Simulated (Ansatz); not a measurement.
Geometry optimisation, Ansatz, RKS PBE-D4/def2-SVP.

input.yaml

```yaml
crystal:
  periodic: [false, false, false]
  atoms:
    - { symbol: O, position_ang: [-2.1153, 1.5486, -0.0433] }
    - { symbol: Si, position_ang: [-0.9742, 0.445, 0.1074] }
    - { symbol: F, position_ang: [-1.4796, -0.5292, 1.2701] }
    - { symbol: Si, position_ang: [-0.5584, -0.6964, -1.8822] }
    - { symbol: S, position_ang: [0.7131, 1.5485, 0.79] }
    - { symbol: Si, position_ang: [1.15872, 2.4664, -1.06818] }
    - { symbol: H, position_ang: [-2.1952, 2.2127, 0.6952] }
    - { symbol: H, position_ang: [-1.8437, -1.3484, -2.3598] }
    - { symbol: H, position_ang: [-0.1443, 0.2178, -2.9143] }
    - { symbol: H, position_ang: [0.3965, -1.7706, -1.6757] }
    - { symbol: H, position_ang: [-0.01546, 3.22985, -1.52063] }
    - { symbol: H, position_ang: [1.53202, 1.4539, -2.09458] }
    - { symbol: H, position_ang: [2.27292, 3.35222, -0.86423] }
basis:
  gaussian: { orbitals: def2-SVP }
hamiltonian:
  xc: pbe
  dispersion: d4
relax:
  f_tol: 0.015
  max_steps: 40
```

Launched with:

```bash
$ ansatz run input.yaml --threads 2 --pin off --max-ram 3072MiB --backend cpu --events-out ev --progress --plain --runs-dir out
```

Where does it end, and by what steps?

It converged. After 12 steps the energy has fallen by 0.486 eV; H12 moved furthest, 0.53 Å.

```tsv
step	energy less start (eV)	largest force component (eV/Å)	accepted
0	0.0000	2.372	yes
1	-0.4033	1.081	yes
2	-0.4578	0.231	yes
3	-0.4730	0.121	yes
4	-0.4815	0.059	yes
5	-0.4338	0.899	no
6	-0.4852	0.038	yes
7	-0.4861	0.039	yes
8	-0.4862	0.023	yes
9	-0.4863	0.022	yes
10	-0.4864	0.033	yes
11	-0.4864	0.017	yes
12	-0.4865	0.012	yes
```

```xyz
13
Properties=species:S:1:pos:R:3
O -2.170 1.540 -0.173
Si -0.951 0.430 0.080
F -1.322 -0.533 1.356
Si -0.773 -0.842 -1.876
S 0.900 1.357 0.710
Si 1.292 2.596 -1.031
H -2.262 2.229 0.512
H -2.094 -1.462 -2.239
H -0.317 0.054 -2.995
H 0.253 -1.920 -1.665
H 0.019 3.214 -1.536
H 1.930 1.806 -2.139
H 2.240 3.661 -0.565
```

Whether the end is a true minimum wasn't checked by a vibrational analysis.

Run time: 39 s on 2 threads of AMD EPYC 7R13 Processor (Zen 3), on a shared host, peak memory 0.21 GiB.
